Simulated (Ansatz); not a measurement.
Li6⁺, relaxed as a doublet with UKS PBE0/def2-TZVP in Ansatz, starting from the GFN1-xTB geometry. Force threshold 0.02 eV/Å.

The structure comes from a short search, and lower isomers may exist.

Start:

```xyz
6

Li   -1.329   -1.359    0.664
Li   -1.286    1.376    0.645
Li    0.921   -2.350   -0.331
Li   -0.181   -0.037   -1.318
Li    1.002    0.023    0.880
Li    0.873    2.347   -0.540
```

| step | energy (eV) | largest force component (eV/Å) | SCF passes |
| --- | --- | --- | --- |
| 1 | -1218.8124 | 0.893 | 102 |
| 2 | -1219.3534 | 0.401 | 100 |
| 3 | -1219.5120 | 0.104 | 61 |
| 4 (rejected) | -1219.5109 | 0.189 | 58 |
| 5 | -1219.5270 | 0.073 | 59 |
| 6 | -1219.5316 | 0.007 | 71 |

Force components are those of the run's own axes.

End:

```xyz
6

Li   -1.5087   -1.7061    0.8160
Li   -1.5206    1.7413    0.7256
Li    1.1743   -2.6960   -0.4959
Li   -0.2396   -0.0433   -1.3505
Li    0.9511    0.0367    0.9887
Li    1.1435    2.6673   -0.6840
```

Bonds lost: Li1–Li2 (atoms count from 1). Metal–metal contacts that move far: Li2–Li6 2.65 to 3.15 Å.

No frequencies were taken in this run, so the end may be a saddle point.

Run time 13 s (4 threads of Arm Neoverse V2 on a shared host).
